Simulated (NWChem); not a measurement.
System: CsBr; SMILES [Cs][Br]

Input file for NWChem:

```
start job
memory heap 200 mb stack 900 mb global 1100 mb
geometry units angstroms noautoz
  Cs     0.000000     0.000000    -1.208996
  Br     0.000000     0.000000     1.890419
end
basis spherical
  * library def2-svp
end
ecp
  Cs library def2-ecp
end
dft
  xc pbe0
  iterations 150
  mulliken
end
task dft energy
```

Structure relaxed at the PBE0-D3(BJ)/def2-TZVP level. def2 effective core potentials on Cs; no spin-orbit coupling.

Question: Give the results of this calculation. (PBE0/def2-SVP with def2 effective core potentials on Cs.) Quantities: basis functions; energy (Ha); highest occupied level (eV); orbital gap (eV); dipole (D).

Answer: The number of basis functions comes out as 56 and the energy (Ha) is -2593.78. The highest occupied level (eV) is -5.48, the orbital gap (eV) is 4.24 and the dipole (D) comes out as 10.66.
